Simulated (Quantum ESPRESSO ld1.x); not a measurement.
All-electron atom: Os I in [Xe] 4f14 5d6.5 6s1.5 (fractional occupations, a model configuration).

All-electron calculation, non-relativistic Kohn-Sham, LDA (Slater exchange, VWN5 correlation), spin-polarised, spherical densities, point nucleus; open shells are filled with parallel spins first; relativity is left out, which matters for an element this heavy. Program: ld1.x of Quantum ESPRESSO 7.5.

Energy parts (eV):
total: -443175.76
kinetic: 443018.53
electron-nucleus: -1055711.18
Hartree: 178022.32
exchange-correlation: -8505.44

Orbitals (lengths in bohr, moments of r in powers of bohr):
orbital  occ.  eigenvalue (eV)   <1/r>
1s up       1         -67352.8   75.41
1s down     1         -67352.8   75.41
2s up       1         -11141.9   17.71
2s down     1         -11141.7   17.71
2p up       3         -10696.4   17.75
2p down     3         -10696.3   17.75
3s up       1         -2569.67   6.829
3s down     1         -2569.57   6.829
3p up       3         -2361.11   6.784
3p down     3         -2361.01   6.784
3d up       5         -1970.92   6.713
3d down     5         -1970.77   6.713
4s up       1         -525.096   2.961
4s down     1         -524.901   2.961
4p up       3         -436.860   2.872
4p down     3         -436.652   2.872
4d up       5         -275.145   2.681
4d down     5         -274.898   2.682
5s up       1         -73.5610   1.192
5s down     1         -71.8723   1.198
4f up       7         -61.4656   2.286
4f down     7         -61.0991   2.291
5p up       3         -47.0091   1.075
5p down     3         -45.1632   1.081
5d up       5          -7.6819  0.7433
5d down   1.5          -5.7199  0.7335
6s up       1          -5.1808  0.3781
6s down   0.5          -4.1379  0.3551

The highest occupied level is 6s down at -4.138 eV. Spin moment in Bohr magnetons: 4. The density falls to 0.001 e/bohr^3 at r = 4.68 bohr.
